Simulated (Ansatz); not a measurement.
ClH$_{3}$NOSi (`N[Si](O)Cl`) radical from Hartree–Fock to CCSD(T)

| atom | x (Å) | y (Å) | z (Å) |
| --- | --- | --- | --- |
| N1 | 0.3833 | -0.9322 | 0.4412 |
| Si2 | 0.3575 | 0.4351 | -0.5938 |
| O3 | -0.1927 | 1.7354 | 0.2345 |
| Cl4 | -0.8965 | -0.1075 | -2.1514 |
| H5 | 0.4097 | -1.8534 | 0.0306 |
| H6 | 0.9331 | -0.8917 | 1.2866 |
| H7 | -0.9944 | 1.6143 | 0.7524 |

Charge 0, multiplicity 2. The structure was optimised at the PBE0-D4/def2-TZVP level. It is one conformer, not always the lowest. Frozen core, unrestricted reference, the Gaussian-basis code of Ansatz. CBS rows extrapolate triple and quadruple zeta.

| basis | HF (Eh) | MP2 corr. | CCSD corr. | (T) | CCSD(T) total |
| --- | --- | --- | --- | --- | --- |
| def2-TZVPP | -879.68084 | -0.73835 | -0.76819 | -0.03024 | -880.47927 |
| def2-QZVPP | -879.70977 | -0.80232 | -0.82522 | -0.03530 | -880.57029 |
| CBS(def2) | -879.71375 | -0.84970 | -0.86746 | -0.03905 | -880.62026 |
